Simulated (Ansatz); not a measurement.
Ansatz (a first-principles code) input (B3LYP-D3(BJ)/def2-TZVP):

Ansatz 0.2 input:
```yaml
crystal:
  periodic: [false, false, false]
  atoms:
    - {symbol: Mo, position_ang: [0.39238693, 0.20750457, 0.10886257]}
    - {symbol: O, position_ang: [1.84295581, -0.39283238, -0.48371961]}
    - {symbol: Cl, position_ang: [-1.83669987, -0.32779605, -0.04132183]}
basis:
  gaussian:
    orbitals: def2-TZVP
hamiltonian:
  xc: b3lyp
  dispersion: d3bj
magnetization: {spin_polarized: true, initial_magnetization: 3}
phonons: {temperatures: {t_min: 298.15, t_max: 298.15, t_step: 100}}
```

Output:

```
Functional definition: B3LYP
integrals: 0.03 GiB planned
785 factors; their error is unknown
mean field: 0.43 GiB planned
mean field evaluation 1: about -16420.9893 eV, gradient 4.7e1 eV
mean field evaluation 2: about -16283.0339 eV, gradient 1.6e2 eV
mean field evaluation 4: about -16428.5912 eV, gradient 9.5e0 eV
mean field evaluation 8: about -16429.0178 eV, gradient 1.5e-1 eV
mean field evaluation 16: about -16429.1147 eV, gradient 2.4e-3 eV
mean field -16429.11468459 eV, -603.7588286048 hartree, gradient 2.4e-5 eV, S^2 3.772211; 1 other end points of the search recorded, 0 dependent functions left out
the calculation of the forces begins
reference -16429.11491621 eV, -603.7588371166 hartree; 21, 18 occupied and 87, 90 virtual orbitals, 785 factors
these checks for a lower state are left out or cut short: stability, starts, cluster_reference, orbital_swaps, neighbouring_geometries, increment
integrals: 0.03 GiB planned
785 factors; their error is unknown
mean field: 0.43 GiB planned
mean field evaluation 32: about -16429.1146 eV, gradient 6.4e-4 eV
mean field -16429.11463250 eV, -603.7588266906 hartree, gradient 1.1e-6 eV, S^2 3.772362; 0 other end points of the search recorded, 0 dependent functions left out
the calculation of the forces begins
reference -16429.11486415 eV, -603.7588352034 hartree; 21, 18 occupied and 87, 90 virtual orbitals, 785 factors
these checks for a lower state are left out or cut short: stability, starts, cluster_reference, orbital_swaps, neighbouring_geometries, increment
integrals: 0.03 GiB planned
785 factors; their error is unknown
mean field: 0.43 GiB planned
mean field -16429.11462637 eV, -603.7588264651 hartree, gradient 2.8e-6 eV, S^2 3.772063; 0 other end points of the search recorded, 0 dependent functions left out
the calculation of the forces begins
reference -16429.11485796 eV, -603.7588349760 hartree; 21, 18 occupied and 87, 90 virtual orbitals, 785 factors
these checks for a lower state are left out or cut short: stability, starts, cluster_reference, orbital_swaps, neighbouring_geometries, increment
integrals: 0.03 GiB planned
785 factors; their error is unknown
mean field: 0.43 GiB planned
mean field -16429.11461339 eV, -603.7588259883 hartree, gradient 2.9e-6 eV, S^2 3.772048; 0 other end points of the search recorded, 0 dependent functions left out
the calculation of the forces begins
reference -16429.11484501 eV, -603.7588345002 hartree; 21, 18 occupied and 87, 90 virtual orbitals, 785 factors
these checks for a lower state are left out or cut short: stability, starts, cluster_reference, orbital_swaps, neighbouring_geometries, increment
integrals: 0.03 GiB planned
785 factors; their error is unknown
mean field: 0.43 GiB planned
mean field -16429.11460352 eV, -603.7588256254 hartree, gradient 2.9e-6 eV, S^2 3.772376; 0 other end points of the search recorded, 0 dependent functions left out
the calculation of the forces begins
reference -16429.11483514 eV, -603.7588341373 hartree; 21, 18 occupied and 87, 90 virtual orbitals, 785 factors
these checks for a lower state are left out or cut short: stability, starts, cluster_reference, orbital_swaps, neighbouring_geometries, increment
integrals: 0.03 GiB planned
785 factors; their error is unknown
mean field: 0.43 GiB planned
mean field evaluation 64: about -16429.1146 eV, gradient 6.5e-4 eV
mean field -16429.11463695 eV, -603.7588268539 hartree, gradient 2.8e-6 eV, S^2 3.772065; 0 other end points of the search recorded, 0 dependent functions left out
the calculation of the forces begins
reference -16429.11486855 eV, -603.7588353651 hartree; 21, 18 occupied and 87, 90 virtual orbitals, 785 factors
these checks for a lower state are left out or cut short: stability, starts, cluster_reference, orbital_swaps, neighbouring_geometries, increment
integrals: 0.03 GiB planned
785 factors; their error is unknown
mean field: 0.43 GiB planned
mean field -16429.11464419 eV, -603.7588271200 hartree, gradient 1.1e-6 eV, S^2 3.772359; 0 other end points of the search recorded, 0 dependent functions left out
the calculation of the forces begins
reference -16429.11487582 eV, -603.7588356325 hartree; 21, 18 occupied and 87, 90 virtual orbitals, 785 factors
these checks for a lower state are left out or cut short: stability, starts, cluster_reference, orbital_swaps, neighbouring_geometries, increment
integrals: 0.03 GiB planned
785 factors; their error is unknown
mean field: 0.43 GiB planned
mean field -16429.11464748 eV, -603.7588272411 hartree, gradient 2.9e-6 eV, S^2 3.772408; 0 other end points of the search recorded, 0 dependent functions left out
the calculation of the forces begins
reference -16429.11487913 eV, -603.7588357539 hartree; 21, 18 occupied and 87, 90 virtual orbitals, 785 factors
these checks for a lower state are left out or cut short: stability, starts, cluster_reference, orbital_swaps, neighbouring_geometries, increment
integrals: 0.03 GiB planned
785 factors; their error is unknown
mean field: 0.43 GiB planned
mean field -16429.11460138 eV, -603.7588255470 hartree, gradient 2.8e-6 eV, S^2 3.772017; 0 other end points of the search recorded, 0 dependent functions left out
the calculation of the forces begins
reference -16429.11483298 eV, -603.7588340579 hartree; 21, 18 occupied and 87, 90 virtual orbitals, 785 factors
these checks for a lower state are left out or cut short: stability, starts, cluster_reference, orbital_swaps, neighbouring_geometries, increment
integrals: 0.03 GiB planned
785 factors; their error is unknown
mean field: 0.43 GiB planned
mean field evaluation 96: about -16429.1147 eV, gradient 6.4e-4 eV
mean field -16429.11468111 eV, -603.7588284769 hartree, gradient 2.9e-6 eV, S^2 3.772208; 0 other end points of the search recorded, 0 dependent functions left out
the calculation of the forces begins
reference -16429.11491272 eV, -603.7588369885 hartree; 21, 18 occupied and 87, 90 virtual orbitals, 785 factors
these checks for a lower state are left out or cut short: stability, starts, cluster_reference, orbital_swaps, neighbouring_geometries, increment
integrals: 0.03 GiB planned
785 factors; their error is unknown
mean field: 0.43 GiB planned
mean field -16429.11467999 eV, -603.7588284357 hartree, gradient 2.9e-6 eV, S^2 3.772214; 0 other end points of the search recorded, 0 dependent functions left out
the calculation of the forces begins
reference -16429.11491161 eV, -603.7588369478 hartree; 21, 18 occupied and 87, 90 virtual orbitals, 785 factors
these checks for a lower state are left out or cut short: stability, starts, cluster_reference, orbital_swaps, neighbouring_geometries, increment
integrals: 0.03 GiB planned
785 factors; their error is unknown
mean field: 0.43 GiB planned
mean field -16429.11463522 eV, -603.7588267905 hartree, gradient 2.9e-6 eV, S^2 3.772180; 0 other end points of the search recorded, 0 dependent functions left out
the calculation of the forces begins
reference -16429.11486681 eV, -603.7588353014 hartree; 21, 18 occupied and 87, 90 virtual orbitals, 785 factors
these checks for a lower state are left out or cut short: stability, starts, cluster_reference, orbital_swaps, neighbouring_geometries, increment
integrals: 0.03 GiB planned
785 factors; their error is unknown
mean field: 0.43 GiB planned
mean field -16429.11469120 eV, -603.7588288476 hartree, gradient 2.9e-6 eV, S^2 3.772243; 0 other end points of the search recorded, 0 dependent functions left out
the calculation of the forces begins
reference -16429.11492284 eV, -603.7588373605 hartree; 21, 18 occupied and 87, 90 virtual orbitals, 785 factors
Total energy: -16429.25011953 eV, -603.7638057469 hartree
Atom 0 at     0.392387     0.207505     0.108863 Å, force    -0.000594     0.000011     0.000072 eV/Å
Atom 1 at     1.842956    -0.392832    -0.483720 Å, force     0.000492    -0.000101    -0.000126 eV/Å
Atom 2 at    -1.836700    -0.327796    -0.041322 Å, force     0.000103     0.000090     0.000054 eV/Å
Dipole moment:    -0.000913     0.270662     0.197047 e Å
Vibrations: 141.68 391.18 1011.89 cm⁻¹, zero-point energy 0.095762 eV
```

The spin state was set by rule; other spins were not relaxed.
